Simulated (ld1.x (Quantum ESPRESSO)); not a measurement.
## Cutoff test, F (Z = 9), TM

F, norm-conserving Troullier–Martins (Kleinman–Bylander form), made with ld1.x (Quantum ESPRESSO) 7.5 (PBE, scalar-relativistic). Core [He], reference 2s2 2p5. Waves: 2p (bound): rc 1.00 bohr; 3d channel at 0.05 Ry: rc 0.95 bohr; 2s (bound): rc 0.60 bohr. Local part: the s channel. Core correction: a·sin(br)/r model core, default radius (core density twice the valence density).

The pseudo-atom Hamiltonian at the reference potential is diagonalised in spherical Bessel functions j_l(qr) that vanish at 20 bohr, with q² up to the cutoff. All-electron valence levels (Ry): 2p -0.8167, 2s -2.1976.

How do the lowest levels (Ry) of each channel move with the cutoff, and are there ghosts?

| cutoff (Ry) | p #1 | p #2 | d #1 | d #2 | s #1 | s #2 | f #1 | f #2 | Σ f·Δε (mRy) |
| --- | --- | --- | --- | --- | --- | --- | --- | --- | --- |
| 8 | -0.0084 | 0.0620 | 0.0806 | 0.1924 | -1.8814 | -0.0039 | 0.1213 | 0.2652 | 4673.5 |
| 21 | -0.2008 | 0.0479 | 0.0806 | 0.1924 | -1.9547 | -0.0058 | 0.1213 | 0.2652 | 3564.9 |
| 50 | -0.6073 | 0.0433 | 0.0806 | 0.1923 | -2.1194 | -0.0087 | 0.1213 | 0.2652 | 1202.8 |
| 90 | -0.7976 | 0.0422 | 0.0806 | 0.1923 | -2.1877 | -0.0101 | 0.1213 | 0.2652 | 114.7 |
| 180 | -0.8163 | 0.0422 | 0.0806 | 0.1923 | -2.1934 | -0.0102 | 0.1213 | 0.2652 | 9.8 |
| 350 | -0.8167 | 0.0421 | 0.0806 | 0.1923 | -2.1972 | -0.0103 | 0.1213 | 0.2652 | 0.3 |
| 400 | -0.8167 | 0.0421 | 0.0806 | 0.1923 | -2.1974 | -0.0103 | 0.1213 | 0.2652 | 0.0 |

Result: no extra level below or beside the all-electron valence levels (p, d, s, f tested); 10 mRy is reached at 180 Ry and 1 mRy at 260 Ry.

Its largest configuration-test error is +570 meV.
